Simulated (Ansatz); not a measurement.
Consider the silylene formation by 1,1-elimination: `BCB[SiH2]F` → `BCB` + `F[SiH]`.

Calculated with Ansatz (gas phase, PBE0-D4/def2-TZVP geometries, no zero-point term in ΔE). CBS: MP2 limit from def2 TZ/QZ plus the TZ coupled-cluster correction, frozen cores. This one scheme is used for every species. Functionals use def2-TZVPP. One conformer a species, not always the lowest.

CCSD(T)/CBS gives +183.3 kJ/mol.

(1) Another level gave +160.2 kJ/mol. Which?
A. SCS-MP2/def2-TZVPP
B. PBE0/def2-TZVPP
C. RPA@PBE/def2-TZVPP
D. revPBE/def2-TZVPP

Largest T1 diagnostic among the species: 0.015.

Answers

(1) C. RPA@PBE/def2-TZVPP 160.2, revPBE 167.7, SCS-MP2/def2-TZVPP 179.2, PBE0 191.8 kJ/mol.

At CCSD(T), def2-SVP lies −11.4 kJ/mol from the extrapolated value and def2-TZVPP −5.1 kJ/mol. From PBE to PBE0 (25 % exact exchange), in def2-TZVPP and without D4, ΔE moves by +9.9 kJ/mol.
